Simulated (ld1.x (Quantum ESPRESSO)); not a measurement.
Which change was made? (K, TM)

```json
{
 "Element": "K",
 "Generator": "ld1.x (Quantum ESPRESSO) 7.5",
 "Type": "norm-conserving Troullier–Martins (Kleinman–Bylander form)",
 "Functional": "PBEsol",
 "Relativity": "scalar-relativistic",
 "Frozen core": "[Ne]",
 "Valence charge": "9",
 "Reference configuration": "3s2 3p6 3d1 4s0 4p0",
 "Partial waves": "3s (bound): rc 1.90 bohr; 3p (bound): rc 1.65 bohr; 3d (bound): rc 4.20 bohr",
 "Local potential": "all-electron potential smoothed inside 1.40 bohr (lloc = -1)",
 "Core correction": "a·sin(br)/r model core inside 0.85 bohr"
}
```

Cutoffs, loose and tight: the cutoffs (Ry, on a coarse ladder) from which the occupation-weighted sum of valence levels, in a spherical-Bessel basis at the reference potential, stays within 10 and 1 mRy of its value at 400 Ry. They do not see the model core or the augmentation charge, which bear on the density cutoff. Test errors are all-electron minus pseudo excitation energies from the reference, over the configurations 3s2 3p6 3d0 4s1 4p0; 3s2 3p6 3d0 4s0 4p0; 3s2 3p6 3d0 4s0.5 4p0; 3s2 3p5 3d0 4s1 4p0; 3s1 3p6 3d0 4s1 4p0; 3s2 3p6 3d0.5 4s0.5 4p0; 3s2 3p6 3d0 4s0 4p1; variants that change the core or the reference have their own tests.

The base gives: outcome: generated; cutoff, loose: 25 Ry; cutoff, tight: 50 Ry; bound ghosts: none; largest test error (meV): +368.

**Question.** After one change the result is: outcome: generated; cutoff, loose: 25 Ry; cutoff, tight: 40 Ry; bound ghosts: none; largest test error (meV): +290. Which change was it?
A. all radii but the core radius scaled by about 0.84 (s 1.60, p 1.38, d 3.54 bohr); local potential all-electron potential smoothed inside 1.18 bohr (lloc = -1)
B. all radii but the core radius scaled by about 1.22 (s 2.32, p 2.00, d 5.12 bohr); local potential all-electron potential smoothed inside 1.70 bohr (lloc = -1)
C. all radii but the core radius scaled by about 1.39 (s 2.64, p 2.30, d 5.86 bohr); local potential all-electron potential smoothed inside 1.96 bohr (lloc = -1)
D. all radii but the core radius scaled by about 0.75 (s 1.42, p 1.24, d 3.14 bohr); local potential all-electron potential smoothed inside 1.04 bohr (lloc = -1)
E. all radii but the core radius scaled by about 0.95 (s 1.80, p 1.56, d 4.00 bohr); local potential all-electron potential smoothed inside 1.34 bohr (lloc = -1)

**Answer.** C. The others give: all radii but the core radius scaled by about 1.22 (s 2.32, p 2.00, d 5.12 bohr); local potential all-electron potential smoothed inside 1.70 bohr (lloc = -1) → outcome: generated; cutoff, loose: 25 Ry; cutoff, tight: 40 Ry; bound ghosts: none; largest test error (meV): +469 | all radii but the core radius scaled by about 0.95 (s 1.80, p 1.56, d 4.00 bohr); local potential all-electron potential smoothed inside 1.34 bohr (lloc = -1) → outcome: generated; cutoff, loose: 30 Ry; cutoff, tight: 55 Ry; bound ghosts: none; largest test error (meV): +333 | all radii but the core radius scaled by about 0.75 (s 1.42, p 1.24, d 3.14 bohr); local potential all-electron potential smoothed inside 1.04 bohr (lloc = -1) → outcome: generated; cutoff, loose: 60 Ry; cutoff, tight: 100 Ry; bound ghosts: none; largest test error (meV): +236 | all radii but the core radius scaled by about 0.84 (s 1.60, p 1.38, d 3.54 bohr); local potential all-electron potential smoothed inside 1.18 bohr (lloc = -1) → outcome: generated; cutoff, loose: 50 Ry; cutoff, tight: 70 Ry; bound ghosts: none; largest test error (meV): +274.
